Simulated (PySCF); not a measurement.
# NMR parameters from quadrupole coupling constants

C₄H₇NS₂Si.
Geometry (GFN2-xTB, Å), atoms numbered from 1 in this order:
```
atom  x, y, z in Å
Si1    2.5866   -0.4566    0.2328
N2     0.8969   -0.7692    0.0436
C3    -0.1109    0.1584   -0.0441
C4     0.0466    1.5121   -0.0609
S5    -1.4536    2.3535   -0.1753
C6    -2.3251    0.8714   -0.2026
C7    -1.4950   -0.1995   -0.1277
S8    -2.0130   -1.8893   -0.1303
H9     3.1658   -1.7936    0.3023
H10    2.8111    0.3129    1.4596
H11    3.0796    0.3032   -0.9188
H12    0.5553   -1.7180    0.0275
H13    0.9610    2.0649   -0.0120
H14   -3.3947    0.8803   -0.2706
H15   -3.3151   -1.6226   -0.1455
```

Computed at PBE0/pcSseg-1 (PySCF, non-relativistic):

```json
{"atom": "N2", "environment": "silicon-bound nitrogen", "nucleus": "14N", "spin I": "1", "Q (b)": "0.02044", "CQ = χzz (MHz)": "-4.606", "η": "0.367"}
{"atom": "S5", "environment": "thiophene-type sulfur", "nucleus": "33S", "spin I": "3/2", "Q (b)": "-0.0678", "CQ = χzz (MHz)": "-30.951", "η": "0.743"}
{"atom": "S8", "environment": "thiol sulfur", "nucleus": "33S", "spin I": "3/2", "Q (b)": "-0.0678", "CQ = χzz (MHz)": "44.142", "η": "0.710"}
```

Task: Recover the principal values of the field gradient from CQ = 234.96 MHz × Q × Vzz, η = (Vxx − Vyy)/Vzz and a zero trace.

Result: Vxx = −Vzz(1 − η)/2 and Vyy = −Vzz(1 + η)/2, in au:

```json
{"atom": "N2", "Vxx (au)": "0.304", "Vyy (au)": "0.656", "Vzz (au)": "-0.959", "Vzz (10²¹ V/m²)": "-9.32"}
{"atom": "S5", "Vxx (au)": "-0.249", "Vyy (au)": "-1.693", "Vzz (au)": "1.943", "Vzz (10²¹ V/m²)": "18.88"}
{"atom": "S8", "Vxx (au)": "0.402", "Vyy (au)": "2.369", "Vzz (au)": "-2.771", "Vzz (10²¹ V/m²)": "-26.93"}
```

Task: Give the quadrupolar product PQ = |CQ|√(1 + η²/3), the quadrupolar frequency νQ = 3|CQ|/[2I(2I − 1)] and the Larmor frequency ν0 = |g| × 7.62259 MHz/T × B at 9.4 T, with g(14N) = 0.40376, g(33S) = 0.42921.

Result: 
```json
{"atom": "N2", "PQ (MHz)": "4.708", "νQ (MHz)": "6.909", "ν0 (MHz)": "28.93", "νQ/ν0": "0.239"}
{"atom": "S5", "PQ (MHz)": "33.68", "νQ (MHz)": "15.48", "ν0 (MHz)": "30.75", "νQ/ν0": "0.503"}
{"atom": "S8", "PQ (MHz)": "47.70", "νQ (MHz)": "22.07", "ν0 (MHz)": "30.75", "νQ/ν0": "0.718"}
```

For N2: PQ = 4.606 × 1.0222, νQ = 4.606 × 1.5000, ν0 = 3.0777 MHz/T × 9.4 T.

For S5 and S8 νQ isn't small against ν0, so the high-field expansions of solid-state NMR fail there at this field.

Task: In the extreme-narrowing limit, with isotropic tumbling and one correlation time, the quadrupolar linewidth goes as PQ². What relative widths follow for the 33S sites?

Result: S8 1, S5 0.5, with S8 as 1.

The couplings are those of the rigid, isolated species; surroundings and motion change them. GFN2-xTB bond lengths can be off by several hundredths of an ångström, more for odd bonds, and the gradients follow them. The basis is small and wasn't made for field gradients, so the couplings can be 20 % off.

One conformer stands for the species.
